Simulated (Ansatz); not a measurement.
Worked example: BBrF2 + HF → BHF2 + BrF

Species: BBrF2 `FB(F)Br`, singlet; HF (hydrogen fluoride), singlet; BHF2 `FBF`, singlet; BrF (bromine fluoride), singlet. The partners trade Br for H: B–Br and F–H bonds give way to B–H and F–Br.

Shapes, held fixed at every level: PBE0-D4/def2-TZVP. Programs: Ansatz 0.2.0. The zero-point and thermal change to 298 K, harmonic and unscaled (PBE0-D4/def2-TZVP), is -2.6 kJ/mol.

At CCSD(T)/def2-TZVPP; 1 Eh = 2625.50 kJ/mol:

| species | energy (Eh) |
| --- | --- |
| BBrF2 | -2797.137381 |
| HF | -100.344537 |
| BHF2 | -224.986442 |
| BrF | -2672.378628 |

Problem. Work out ΔH(298 K) of the reaction at this level.

Solution. 
1. Products less reactants: (-224.986442) + (-2672.378628) − [(-2797.137381) + (-100.344537)] = 0.116848 Eh = +306.8 kJ/mol.
2. With the thermal change: +306.8 + (-2.6) = +304.2 kJ/mol.

Other levels give +245.4 (B3LYP/6-31G* (Cartesian functions)) to +314.5 kJ/mol (HF/def2-SVP). No measured value is set beside it here. Relativity is left out for Br. Outer-core shells of Br are correlated in most correlated rows, in sets that cover them unevenly.
